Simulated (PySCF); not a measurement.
**Computed properties of CH3Br2Sb, SMILES [Br][Sb]([CH3])[Br]**

Sb(Br)2(Me) (CH3Br2Sb), SMILES [Br][Sb]([CH3])[Br]. Geometry: PBE0-D3(BJ)/def2-SVP. The structure was generated by enumeration; whether it is a known compound was not checked. The def2 effective core potentials stand for the cores of Sb; spin–orbit coupling is left out. The values are those of a single conformer. All values are computed for the isolated molecule unless a solvent is named; none is compared with measurement here.

**Structure.** The optimised structure has Cs symmetry. All 15 harmonic modes at PBE0-D3(BJ)/def2-SVP (PySCF) are real, so it is a minimum. With heavy atoms numbered as in [Sb:1]([Br:2])([Br:3])[CH3:4], the shortest bond between them is Sb1–C4 at 2.158 Å and the longest Sb1–Br3 at 2.531 Å.

**Vibrations.** The strongest infrared lines (harmonic, unscaled, degenerate partners summed) lie at 251 cm⁻¹ (40 km/mol, Br 56 %, Sb 43 %), 523 cm⁻¹ (18 km/mol, C 71 %, H 18 %, Sb 11 %), 253 cm⁻¹ (16 km/mol, Br 62 %, Sb 38 %). The softest mode is at 77 cm⁻¹ and the zero-point energy is 23.7 kcal/mol.

**Electronic structure.** M06-2X/def2-TZVP (PySCF) places the frontier levels at -8.62 and -1.08 eV, a gap of 7.54 eV, and gives a dipole moment of 3.15 D and a mean polarisability of 94.0 bohr³. PBE/def2-TZVP (PySCF) at the same geometry gives -6.44 and -2.71 eV, so its gap is 3.81 eV narrower. An orbital gap is neither the optical nor the fundamental gap.

**Excitations.** TDDFT-ωB97X/def2-SVPD (PySCF) has S1 at 4.53 eV (274 nm, f = 0.048, weak); the most intense of the 10 singlets computed lies at 6.44 eV (f = 0.16). T1 (TDA) is at 3.83 eV. TDDFT-PBE/def2-SVPD (PySCF) puts S1 at 3.88 eV. No vertical singlet excitation falls in the visible range (under 3.1 eV).
